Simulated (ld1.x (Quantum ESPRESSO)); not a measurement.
**u(r) = r·R(r): atom against pseudo-atom (Sn)**

Columns: radius, all-electron u(r) and pseudo u(r) of the 5p shell (level -3.69 eV) of tin in the configuration [Kr] 4d10 5s2 5p2; PBE, scalar-relativistic, TM scheme, ld1.x (Quantum ESPRESSO) 7.5.

```
r (bohr)  all-electron   pseudo
   0.135       -0.0157  -0.0029
   0.270       -0.1532  -0.0117
   0.405        0.0165  -0.0265
   0.540        0.1911  -0.0473
   0.675        0.2549  -0.0743
   0.810        0.2190  -0.1076
   0.945        0.1249  -0.1472
   1.080        0.0073  -0.1927
   1.215       -0.1121  -0.2435
   1.350       -0.2219  -0.2981
   1.485       -0.3171  -0.3545
   1.620       -0.3964  -0.4102
   1.755       -0.4603  -0.4622
   1.890       -0.5100  -0.5078
   2.025       -0.5472  -0.5448
   2.160       -0.5737  -0.5723
   2.295       -0.5909  -0.5904
   2.430       -0.6002  -0.6001
   2.565       -0.6029  -0.6029
   2.700       -0.6002  -0.6002
   2.835       -0.5929  -0.5929
   2.970       -0.5821  -0.5821
   3.105       -0.5683  -0.5683
   3.240       -0.5524  -0.5524
   3.375       -0.5347  -0.5347
   3.510       -0.5158  -0.5158
```

Question: How many radial nodes do the two functions have?

Answer: The all-electron 5p function has n − l − 1 = 3 (the table is too coarse to show those close to the nucleus); the pseudo-wave has 0, since the states of the same l below it are removed with the core.

Question: At about which radius was the pseudo-wave matched?

Answer: 2.70 bohr. The columns agree to 0.0005 from 2.29 bohr on; several derivatives are matched, so the curves merge somewhat inside the radius.

Question: Where does each function peak?

Answer: Outermost all-electron maximum near 2.56 bohr, pseudo maximum near 2.56 bohr (to the table’s step).

Question: Is the pseudo-wave norm-conserving?

Answer: Yes: the TM scheme keeps the norm inside the radius equal to the all-electron one, which fixes the energy derivative of the logarithmic derivative at the level.
